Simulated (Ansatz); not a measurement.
Relative stability

The two ends of one reaction step of GeH₃SBr, singlet (PBE0-D4/def2-TZVP).

A:

```
6
angstrom
Ge -0.4326 0.2684 0.1571
Br -1.6077 -1.0249 -1.3566
S 1.7087 0.3609 -0.3658
H 1.9440 -0.9162 -0.0221
H -0.9684 1.6983 0.0619
H -0.6440 -0.3865 1.5256
```

B:

```xyz
6
angstrom
Ge -0.0656 0.6809 0.7076
Br -0.7345 -1.4456 -1.4905
S 1.9617 0.5915 0.5874
H 0.6904 -1.3906 -1.4525
H -0.9379 1.6946 -0.0553
H -0.9141 -0.1308 1.7034
```

Program: Ansatz 0.2.0. Basis: def2-TZVPP. Cores are frozen in the correlated methods. Filled d shells of the heavier atoms are correlated. The def2 sets are not built for correlating such inner shells, so the correlated values are less sure here. B3LYP uses VWN-RPA correlation.

Question: Which structure is lower at CCSD(T), and by how much? (Judge from chemistry; the value comes from the calculation.)

Answer: The calculation gives: A, by 184.9 kJ/mol (electronic energy, against the other). By their contacts, A is GeH₃SBr ([SH][GeH2][Br]) and B is a complex of GeH₂S ([S][GeH2]) + HBr.

All methods give the same order:

| method | E(B) − E(A) (kJ/mol) |
| --- | --- |
| SPW92 | 182.1 |
| PBE-D4 | 173.5 |
| BLYP-D4 | 163.8 |
| r2SCAN-D4 | 185.5 |
| B97M-V | 176.9 |
| PBE0-D4 | 188.6 |
| B3LYP-D4 | 177.6 |
| r2SCAN0-D4 | 194.8 |
| BHLYP-D4 | 193.7 |
| CAM-B3LYP-D4 | 187.6 |
| wB97X-V | 195.1 |
| wB97M-V | 187.4 |
| B2PLYP | 181.6 |
| PBE-QIDH | 196.8 |
| RPA on PBE | 178.6 |
| HF | 203.1 |
| MP2 | 188.3 |
| CCSD | 190.2 |
| CCSD(T) | 184.9 |

No T1 diagnostic of these runs exceeds 0.014.

Labels in which every atom is bracketed show which atoms are joined, not bond orders.

For scale, one of the runs: CCSD(T)/def2-TZVPP, 180 basis functions, launched by `ansatz run in.yaml --threads 4 --pin off --events-out ev --progress --plain --max-ram 9574MiB`. The run took 64 s on 4 CPU threads of an Arm Neoverse V1 (shared host), with 1.7 GiB of host memory at its peak.
